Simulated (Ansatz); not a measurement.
Na₃F₃⁺. Charge 1, multiplicity 2. Geometry PBE0-D4/def2-SVP, that of the neutral singlet; atoms count from 1.

Cartesian coordinates in Å:
```
Na -0.865 -1.725 -0.500
Na 1.375 0.810 -1.195
Na -0.509 0.914 1.696
F 0.890 1.771 0.515
F -1.412 -0.832 1.229
F 0.521 -0.939 -1.744
```

The structure comes from a short search, and lower isomers may exist.

Q: Estimate the Mulliken populations from the PBE0/def2-TZVP orbitals of Ansatz.

A: 
```json
{"atom": "Na1", "charge (e)": "0.86", "spin (α − β)": "-0.01"}
{"atom": "Na2", "charge (e)": "0.85", "spin (α − β)": "-0.02"}
{"atom": "Na3", "charge (e)": "0.86", "spin (α − β)": "-0.01"}
{"atom": "F4", "charge (e)": "-0.52", "spin (α − β)": "0.35"}
{"atom": "F5", "charge (e)": "-0.52", "spin (α − β)": "0.34"}
{"atom": "F6", "charge (e)": "-0.52", "spin (α − β)": "0.35"}
```
Mulliken values depend strongly on the basis.

Q: Where does the spin sit?

A: Summed by element: Na -0.04, F 1.04, of 1 unpaired in all. Largest on single atoms: F6 0.35, F4 0.35, F5 0.34.
